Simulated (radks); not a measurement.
Task: These are the eigenvalues of the occupied orbitals of an atom or ion with whole-number occupations (eV). All-electron calculation, Dirac Kohn-Sham, PBE, spin-unpolarised, spherical densities, point nucleus. Program: a radial shooting solver on a logarithmic mesh with Libxc functionals.

1s1/2: -35816.09
2s1/2: -5652.898
2p1/2: -5320.472
2p3/2: -4968.177
3s1/2: -1209.699
3p1/2: -1070.890
3p3/2: -1003.365
3d3/2: -759.5832
3d5/2: -745.2472
4s1/2: -263.0958
4p1/2: -213.2493
4p3/2: -199.4405
4d3/2: -118.3144
4d5/2: -116.0085
5s1/2: -65.7422
5p1/2: -52.1984
5p3/2: -50.0396

Which element is it, and in what charge state? The configuration may be excited. Open shells, if any, fill j = l - 1/2 first.

Result: Z = 55, caesium, charge +4: Cs4+ in [Kr] 4d10 5s2 5p3. The list shows which subshells hold electrons but not how many an open one holds; the 1s level, -1316.2 hartree, gives Z - s = 51.3 by -(Z - s)^2/2, which with screening and relativity narrows Z to a few neighbours, and the depths of the outer levels then fix element, charge and occupations together.
